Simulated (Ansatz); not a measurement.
CH₂I, SMILES I[CH2] (connectivity only; charge and spin as stated), charge +1, multiplicity 1.

Coordinates come from a PBE-D3(BJ)/def2-TZVP optimisation. The spin state was assumed, not searched. The isomer is the one that the SMILES or the coordinates give; other isomers of the formula were not compared. The def2 effective core potentials stand for the cores of I; spin–orbit coupling is left out.

Two levels are set side by side: PBE/def2-TZVPD (Ansatz, a program for electronic structure) and PBE0/def2-TZVPD (Ansatz). Energy differences of separate SCF runs at the same geometry; the states with an electron removed or added have multiplicity 2 and 2. Differences are taken from unrounded values.

```
quantity                            PBE0
---------------------------------  -----
vertical ionisation energy (eV)    16.91
vertical electron affinity (eV)     8.36
vertical singlet–triplet gap (eV)   1.63
```

Q: What does PBE give, and how far is it from PBE0? (The exact figures need the calculation; the answer reports its results.)

A: 
```csv
quantity,PBE,PBE minus PBE0
vertical ionisation energy (eV),16.88,-0.03
vertical electron affinity (eV),8.12,-0.23
vertical singlet–triplet gap (eV),1.79,0.16
```
